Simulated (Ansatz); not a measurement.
Consider the hydrogenolysis of the Si–Ge bond: `C[Si](F)(Cl)[GeH3]` + H₂ → `C[SiH](F)Cl` + GeH₄.

Program: Ansatz. Geometries: PBE0-D4/def2-TZVP. ΔE: electronic, gas phase. CCSD(T)/CBS is the MP2 limit (def2-TZVPP, def2-QZVPP) plus CCSD(T) − MP2 in def2-TZVPP, frozen cores. This one scheme is used for every species. DFT in def2-TZVPP. B3LYP here is the variant with VWN-RPA as its local correlation; programs differ in this. For Ge outer-core shells are correlated without core-valence functions, which leaves a few kJ/mol of doubt a bond. Scalar relativity is left out up to krypton.

CCSD(T)/CBS gives -2.2 kcal/mol.

Q: Another level gave -2.0 kcal/mol. Which?
A. B3LYP-D4/def2-TZVPP
B. BHLYP-D4/def2-TZVPP
C. LDA (SPW92)/def2-TZVPP
D. CAM-B3LYP/def2-TZVPP

A: A. B3LYP-D4 -2.0, CAM-B3LYP -6.0, BHLYP-D4 -3.8, LDA (SPW92) -0.9 kcal/mol.

Q: What do rigid-rotor, harmonic-oscillator terms from PBE0-D4/def2-TZVP frequencies (298.15 K, 1 bar) make of the CCSD(T)/CBS value? (An estimate is asked.)

A: Computed: ΔZPE = +2.8 kcal/mol, ΔH = -0.9 kcal/mol, ΔS = 11 J/(mol·K), ΔG = -1.7 kcal/mol.

Largest T1 diagnostic among the species: 0.012.

At CCSD(T), def2-SVP lies −4.3 kcal/mol from the extrapolated value and def2-TZVPP −1.1 kcal/mol. From r2SCAN to r2SCAN0 (25 % exact exchange), in def2-TZVPP and without D4, ΔE moves by −1.2 kcal/mol.

CCSD(T)/CBS has its own doubt, a few kJ/mol and more with outer-core shells, so smaller differences from it don't rank the levels.
